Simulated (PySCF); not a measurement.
PySCF input (BP86/6-31G* (5d)):

```python
from pyscf import gto, dft

mol = gto.M(
    atom='''
    C     1.58952800    0.18519500   -0.29336500
    O     0.33224300   -0.47033300   -0.35058400
    Si   -1.04297300    0.05714900    0.39254300
    H     1.48670600    1.26255100   -0.45660600
    H     2.07172300    0.01806400    0.67348300
    H     2.22124300   -0.23093000   -1.07764100
    H    -1.21941700    1.52218300    0.14501600
    H    -2.15374600   -0.72045300   -0.21498800
    ''',
    basis='6-31g*',
    charge=0,
    spin=1,
    verbose=4,
)

mf = dft.UKS(mol, xc='bp86')
mf.grids.level = 3
mf.conv_tol = 1e-9
mf.max_cycle = 100
mf.max_memory = 1500
mf.kernel()
if not mf.converged:
    mf = mf.newton()
    mf.kernel(mf.make_rdm1())
mo, _, stable, _ = mf.stability(return_status=True)
if not stable:
    mf.kernel(mf.make_rdm1(mo, mf.mo_occ))
    stable = mf.stability(return_status=True)[2]
mf.dip_moment()
```

Output:

```
PySCF version 2.14.0

[INPUT] verbose = 4
[INPUT] num. atoms = 8
[INPUT] num. electrons = 33
[INPUT] charge = 0
[INPUT] spin (= nelec alpha-beta = 2S) = 1
[INPUT] symmetry False subgroup None
[INPUT] Mole.unit = angstrom
[INPUT] Symbol           X                Y                Z      unit          X                Y                Z       unit  Magmom
[INPUT]  1 C      1.589528000000   0.185195000000  -0.293365000000 AA    3.003772587328   0.349967829639  -0.554379504533 Bohr   0.0
[INPUT]  2 O      0.332243000000  -0.470333000000  -0.350584000000 AA    0.627848276804  -0.888800557345  -0.662507743655 Bohr   0.0
[INPUT]  3 Si    -1.042973000000   0.057149000000   0.392543000000 AA   -1.970933325316   0.107995958293   0.741798762115 Bohr   0.0
[INPUT]  4 H      1.486706000000   1.262551000000  -0.456606000000 AA    2.809467167748   2.385875608296  -0.862860286833 Bohr   0.0
[INPUT]  5 H      2.071723000000   0.018064000000   0.673483000000 AA    3.914989075962   0.034136012714   1.272698419550 Bohr   0.0
[INPUT]  6 H      2.221243000000  -0.230930000000  -1.077641000000 AA    4.197540926107  -0.436394453946  -2.036446350602 Bohr   0.0
[INPUT]  7 H     -1.219417000000   1.522183000000   0.145016000000 AA   -2.304364161639   2.876508981469   0.274040523680 Bohr   0.0
[INPUT]  8 H     -2.153746000000  -0.720453000000  -0.214988000000 AA   -4.069990081878  -1.361458855621  -0.406268440068 Bohr   0.0

nuclear repulsion = 109.022818435771
number of shells = 30
number of NR pGTOs = 125
number of NR cGTOs = 56
basis = 6-31g*
ecp = {}

******** <class 'pyscf.dft.uks.UKS'> ********
method = UKS
initial guess = minao
damping factor = 0
level_shift factor = 0
DIIS = <class 'pyscf.scf.diis.CDIIS'>
diis_start_cycle = 1
diis_space = 8
diis_damp = 0
SCF conv_tol = 1e-09
SCF conv_tol_grad = None
SCF max_cycles = 100
direct_scf = True
direct_scf_tol = 1e-13
number electrons alpha = 17  beta = 16
XC library pyscf.dft.libxc version 7.1.2
    S. Lehtola, C. Steigemann, M. J. T. Oliveira, and M. A. L. Marques,  SoftwareX 7, 1–5 (2018)
XC functionals = bp86
    A. D. Becke,  Phys. Rev. A 38, 3098 (1988)
    J. P. Perdew,  Phys. Rev. B 33, 8822 (1986)
    J. P. Perdew,  Phys. Rev. B 34, 7406–7406 (1986)
radial grids:
    Treutler-Ahlrichs [JCP 102, 346 (1995); DOI:10.1063/1.469408] (M4) radial grids

becke partition: Becke, JCP 88, 2547 (1988); DOI:10.1063/1.454033
pruning grids: <function nwchem_prune>
grids dens level: 3
symmetrized grids: False
atomic radii adjust function: <function treutler_atomic_radii_adjust>
small_rho_cutoff = 0
Set gradient conv threshold to 3.16228e-05
tot grids = 96424
init E= -405.859090802982
  alpha nocc = 17  HOMO = -0.176429039268724  LUMO = -0.0467228385308025
  beta  nocc = 16  HOMO = -0.347613332574747  LUMO = -0.176429039268724

WARN: HOMO -0.176429039268724 >= LUMO -0.176429039268724

cycle= 1 E= -405.686605802244  delta_E= 0.172  |g|= 0.511  |ddm|= 1.77
  alpha nocc = 17  HOMO = -0.0552758652593806  LUMO = 0.036063869854642
  beta  nocc = 16  HOMO = -0.0948200607595973  LUMO = -0.0374318040348882
  HOMO = -0.0552758652594  LUMO = -0.0374318040349  gap/eV = 0.48556
cycle= 2 E= -404.737240975794  delta_E= 0.949  |g|= 1.49  |ddm|= 1.88
  alpha nocc = 17  HOMO = -0.150756092683972  LUMO = 0.0100056630625205
  beta  nocc = 16  HOMO = -0.262160403845852  LUMO = -0.100017549170966
  HOMO = -0.150756092684  LUMO = -0.100017549171  gap/eV = 1.38067
cycle= 3 E= -405.78846199922  delta_E= -1.05  |g|= 0.0819  |ddm|= 1.65
  alpha nocc = 17  HOMO = -0.168753274148214  LUMO = 0.000283379360149993
  beta  nocc = 16  HOMO = -0.256790671604422  LUMO = -0.113934651681426
  HOMO = -0.168753274148  LUMO = -0.113934651681  gap/eV = 1.49169
cycle= 4 E= -405.792616455089  delta_E= -0.00415  |g|= 0.0351  |ddm|= 0.172
  alpha nocc = 17  HOMO = -0.165669984390944  LUMO = 0.00417409275702552
  beta  nocc = 16  HOMO = -0.254990646662085  LUMO = -0.109954381416208
  HOMO = -0.165669984391  LUMO = -0.109954381416  gap/eV = 1.51610
cycle= 5 E= -405.793168977565  delta_E= -0.000553  |g|= 0.0149  |ddm|= 0.0392
  alpha nocc = 17  HOMO = -0.165157246249745  LUMO = 0.00423135645879569
  beta  nocc = 16  HOMO = -0.256213079407573  LUMO = -0.10923727770709
  HOMO = -0.16515724625  LUMO = -0.109237277707  gap/eV = 1.52166
cycle= 6 E= -405.793291292928  delta_E= -0.000122  |g|= 0.00195  |ddm|= 0.0147
  alpha nocc = 17  HOMO = -0.16532922047925  LUMO = 0.00404690591366252
  beta  nocc = 16  HOMO = -0.256627046677666  LUMO = -0.109270337807065
  HOMO = -0.165329220479  LUMO = -0.109270337807  gap/eV = 1.52544
cycle= 7 E= -405.793293273795  delta_E= -1.98e-06  |g|= 0.000454  |ddm|= 0.00316
  alpha nocc = 17  HOMO = -0.165273739074777  LUMO = 0.00411436914794017
  beta  nocc = 16  HOMO = -0.256580963578367  LUMO = -0.109144594840329
  HOMO = -0.165273739075  LUMO = -0.10914459484  gap/eV = 1.52735
cycle= 8 E= -405.793293423895  delta_E= -1.5e-07  |g|= 0.000121  |ddm|= 0.000972
  alpha nocc = 17  HOMO = -0.165312491751242  LUMO = 0.00410065007859828
  beta  nocc = 16  HOMO = -0.256589264422478  LUMO = -0.109165393999402
  HOMO = -0.165312491751  LUMO = -0.109165393999  gap/eV = 1.52784
cycle= 9 E= -405.793293435531  delta_E= -1.16e-08  |g|= 3.34e-05  |ddm|= 0.000256
  alpha nocc = 17  HOMO = -0.165303127218809  LUMO = 0.00410678871849246
  beta  nocc = 16  HOMO = -0.256583127972076  LUMO = -0.109155932919768
  HOMO = -0.165303127219  LUMO = -0.10915593292  gap/eV = 1.52784
cycle= 10 E= -405.793293436362  delta_E= -8.31e-10  |g|= 8.3e-06  |ddm|= 6.12e-05
  alpha nocc = 17  HOMO = -0.16530528842787  LUMO = 0.00410611335795563
  beta  nocc = 16  HOMO = -0.256584204826899  LUMO = -0.109157668891163
  HOMO = -0.165305288428  LUMO = -0.109157668891  gap/eV = 1.52785
Extra cycle  E= -405.793293436386  delta_E= -2.4e-11  |g|= 6.74e-06  |ddm|= 1.91e-05
converged SCF energy = -405.793293436386  <S^2> = 0.75111205  2S+1 = 2.0011117
uhf_internal: lowest eigs of H = [0.36784714 0.3903421  0.3962902 ]
<class 'pyscf.dft.uks.UKS'> wavefunction is stable in the internal stability analysis
Dipole moment(X, Y, Z, Debye):  1.06627,  0.79860,  0.09327
```

The geometry given is a B3LYP-D3(BJ)/def2-TZVP minimum.
